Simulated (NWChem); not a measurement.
System: C3HCl2F; SMILES FC=C=C(Cl)Cl

```xyz
7

F      0.4507     3.0836     0.0000
C     -0.4971     2.1550     0.0000
C     -0.2515     0.8694     0.0000
C     -0.0726    -0.4249     0.0000
Cl     0.0576    -1.3519    -1.4517
Cl     0.0576    -1.3519     1.4517
H     -1.5076     2.5802     0.0000
```
Atoms are numbered in this order, from 1.

All runs: NWChem. Geometry: optimised at PBE0/def2-SVP. Level: PBE0/def2-SVP with SMD (1 M gas to 1 M solution), gas-phase geometry.

Q: What does the run give for solvent acetonitrile? Quantities: solvation free energy (kcal/mol); cavity-dispersion-structure term (kcal/mol); dipole in solution (D).

A: solvation free energy (kcal/mol): -2.9
cavity-dispersion-structure term (kcal/mol): -0.5
dipole in solution (D): 1.81
